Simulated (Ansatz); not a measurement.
Geometry optimisation of the cluster Pd4S3.

```yaml
crystal:
  periodic: [false, false, false]
  atoms:
    - {symbol: Pd, position_ang: [-1.932220, -1.098380, 0.083600]}
    - {symbol: Pd, position_ang: [2.037600, 0.073600, 0.994510]}
    - {symbol: Pd, position_ang: [0.692960, -0.965570, -1.318360]}
    - {symbol: Pd, position_ang: [-0.256440, 1.085830, 0.326210]}
    - {symbol: S, position_ang: [1.656280, 1.134560, -0.955320]}
    - {symbol: S, position_ang: [0.196780, -1.312610, 0.942440]}
    - {symbol: S, position_ang: [-2.394970, 1.082570, -0.073080]}
basis:
  gaussian: {orbitals: def2-SVP}
hamiltonian: {xc: r2scan, dispersion: d4}
scf: {lower_state_search: "off"}
output: {orbitals: {seedname: orbitals}}
relax: {f_tol: 0.02, max_steps: 100}
```

```sh
$ ansatz run in.yaml --threads 4 --pin off --events-out ev --progress --plain --max-ram 4787MiB
```

It prints (some lines left out):

```
Functional definition: r2SCAN
  name "r2SCAN"
  cite "Furness, Kaplan, Ning, Perdew & Sun, J. Phys. Chem. Lett. 11, 8208 (2020) doi:10.1021/acs.jpclett.0c02405"
  cite "Furness, Kaplan, Ning, Perdew & Sun, J. Phys. Chem. Lett. 11, 9248 (2020) doi:10.1021/acs.jpclett.0c03077"
  parent r2scan
  parameter k0 = 0.174
  parameter k1 = 0.065
  parameter a1 = 4.9479
  exchange = r2scan_x(k0 = k0, k1 = k1, a1 = a1)
  correlation = r2scan_c
these checks for a lower state are left out or cut short: stability, starts, cluster_reference, orbital_swaps, neighbouring_geometries, increment
mean field -46423.70031754 eV, -1706.0395195552 hartree, gradient 2.6e-6 eV, S^2 0.000000; 0 other end points of the search recorded, 0 dependent functions left out
the calculation of the forces begins
relax step   1: F+E_penalty+E_count = -46423.83861080 eV  Δ(F+E_penalty+E_count) = +0.000e0 eV  max|allowed force component| = 1.098e0 eV/Å  Δτ_max = 0.0000 Å  (52 SCF iters, accepted)
these checks for a lower state are left out or cut short: stability, starts, cluster_reference, orbital_swaps, neighbouring_geometries, increment
mean field -46423.81568190 eV, -1706.0437591172 hartree, gradient 2.8e-6 eV, S^2 0.000000; 0 other end points of the search recorded, 0 dependent functions left out
the calculation of the forces begins
relax step   2: F+E_penalty+E_count = -46423.95342341 eV  Δ(F+E_penalty+E_count) = -1.148e-1 eV  max|allowed force component| = 4.044e-1 eV/Å  Δτ_max = 0.0955 Å  (39 SCF iters, accepted)
these checks for a lower state are left out or cut short: stability, starts, cluster_reference, orbital_swaps, neighbouring_geometries, increment
mean field -46423.87218271 eV, -1706.0458354839 hartree, gradient 2.6e-6 eV, S^2 0.000000; 0 other end points of the search recorded, 0 dependent functions left out
the calculation of the forces begins
relax step   3: F+E_penalty+E_count = -46424.00992037 eV  Δ(F+E_penalty+E_count) = -5.650e-2 eV  max|allowed force component| = 2.298e-1 eV/Å  Δτ_max = 0.0851 Å  (38 SCF iters, accepted)
these checks for a lower state are left out or cut short: stability, starts, cluster_reference, orbital_swaps, neighbouring_geometries, increment
mean field -46423.97409733 eV, -1706.0495807772 hartree, gradient 2.0e-6 eV, S^2 0.000000; 0 other end points of the search recorded, 0 dependent functions left out
the calculation of the forces begins
relax step   4: F+E_penalty+E_count = -46424.11703619 eV  Δ(F+E_penalty+E_count) = -1.071e-1 eV  max|allowed force component| = 4.119e-1 eV/Å  Δτ_max = 0.2000 Å  (44 SCF iters, accepted)
these checks for a lower state are left out or cut short: stability, starts, cluster_reference, orbital_swaps, neighbouring_geometries, increment
mean field -46424.08527476 eV, -1706.0536664722 hartree, gradient 2.1e-6 eV, S^2 0.000000; 0 other end points of the search recorded, 0 dependent functions left out
the calculation of the forces begins
relax step   5: F+E_penalty+E_count = -46424.22828245 eV  Δ(F+E_penalty+E_count) = -1.112e-1 eV  max|allowed force component| = 4.323e-1 eV/Å  Δτ_max = 0.1950 Å  (41 SCF iters, accepted)
these checks for a lower state are left out or cut short: stability, starts, cluster_reference, orbital_swaps, neighbouring_geometries, increment
mean field -46424.18439781 eV, -1706.0573091771 hartree, gradient 1.7e-6 eV, S^2 0.000000; 0 other end points of the search recorded, 0 dependent functions left out
the calculation of the forces begins
relax step   6: F+E_penalty+E_count = -46424.32777720 eV  Δ(F+E_penalty+E_count) = -9.949e-2 eV  max|allowed force component| = 4.914e-1 eV/Å  Δτ_max = 0.1946 Å  (44 SCF iters, accepted)
these checks for a lower state are left out or cut short: stability, starts, cluster_reference, orbital_swaps, neighbouring_geometries, increment
mean field -46424.20727936 eV, -1706.0581500586 hartree, gradient 1.6e-6 eV, S^2 0.000000; 0 other end points of the search recorded, 0 dependent functions left out
the calculation of the forces begins
relax step   7: F+E_penalty+E_count = -46424.35148767 eV  Δ(F+E_penalty+E_count) = -2.371e-2 eV  max|allowed force component| = 3.773e-1 eV/Å  Δτ_max = 0.2000 Å  (45 SCF iters, accepted)
these checks for a lower state are left out or cut short: stability, starts, cluster_reference, orbital_swaps, neighbouring_geometries, increment
mean field -46424.26525792 eV, -1706.0602807315 hartree, gradient 2.0e-6 eV, S^2 0.000000; 0 other end points of the search recorded, 0 dependent functions left out
the calculation of the forces begins
relax step   8: F+E_penalty+E_count = -46424.40940495 eV  Δ(F+E_penalty+E_count) = -5.792e-2 eV  max|allowed force component| = 3.425e-1 eV/Å  Δτ_max = 0.1587 Å  (36 SCF iters, accepted)
these checks for a lower state are left out or cut short: stability, starts, cluster_reference, orbital_swaps, neighbouring_geometries, increment
mean field -46424.27876169 eV, -1706.0607769858 hartree, gradient 2.1e-6 eV, S^2 0.000000; 0 other end points of the search recorded, 0 dependent functions left out
the calculation of the forces begins
relax step   9: F+E_penalty+E_count = -46424.42302962 eV  Δ(F+E_penalty+E_count) = -1.362e-2 eV  max|allowed force component| = 1.396e-1 eV/Å  Δτ_max = 0.0400 Å  (34 SCF iters, accepted)
these checks for a lower state are left out or cut short: stability, starts, cluster_reference, orbital_swaps, neighbouring_geometries, increment
mean field -46424.28130842 eV, -1706.0608705764 hartree, gradient 2.0e-6 eV, S^2 0.000000; 0 other end points of the search recorded, 0 dependent functions left out
the calculation of the forces begins
relax step  10: F+E_penalty+E_count = -46424.42565398 eV  Δ(F+E_penalty+E_count) = -2.624e-3 eV  max|allowed force component| = 2.880e-2 eV/Å  Δτ_max = 0.0135 Å  (30 SCF iters, accepted)
these checks for a lower state are left out or cut short: stability, starts, cluster_reference, orbital_swaps, neighbouring_geometries, increment
mean field -46424.28162132 eV, -1706.0608820752 hartree, gradient 2.8e-6 eV, S^2 0.000000; 0 other end points of the search recorded, 0 dependent functions left out
the calculation of the forces begins
relax step  11: F+E_penalty+E_count = -46424.42596406 eV  Δ(F+E_penalty+E_count) = -3.101e-4 eV  max|allowed force component| = 1.570e-2 eV/Å  Δτ_max = 0.0092 Å  (29 SCF iters, accepted)
Total energy: -46424.42598301 eV, -1706.0661872696 hartree
Atom 0 at    -1.562222    -1.008120     0.073595 Å, force    -0.010769     0.006702    -0.004369 eV/Å
Atom 1 at     1.463742     0.107258     1.145864 Å, force     0.014287     0.002301     0.012055 eV/Å
Atom 2 at     0.714602    -1.109667    -1.317989 Å, force    -0.001199    -0.003370    -0.007874 eV/Å
Atom 3 at    -0.252544     1.843719     0.070067 Å, force    -0.013605     0.005933    -0.002021 eV/Å
Atom 4 at     1.541226     0.968728    -1.016634 Å, force    -0.008558    -0.015704     0.009516 eV/Å
Atom 5 at     0.391095    -1.857689     0.863610 Å, force     0.004211     0.012555    -0.007227 eV/Å
Atom 6 at    -2.295908     1.055771     0.181486 Å, force     0.015633    -0.008418    -0.000080 eV/Å
Dipole moment:     0.260497    -0.119275    -0.020876 e Å
Checks for a lower state left out: stability, starts, cluster_reference, orbital_swaps, neighbouring_geometries, increment
```

Run time 37 s (4 threads of Intel Xeon 6975P-C on a shared host).

In the def2 sets Pd takes a core potential; there is no spin–orbit coupling. The restricted singlet is unstable towards broken spin symmetry in Hartree–Fock (as tested in another run); at r2SCAN-D4/def2-SVP this wasn't settled. The relaxation made no stability test and no search for a lower SCF solution. No other spin state of charge 0 was run. Another isomer (singlet) lies 0.54 eV lower at PBE0-D4/def2-TZVP; other spin states weren't run for this one.
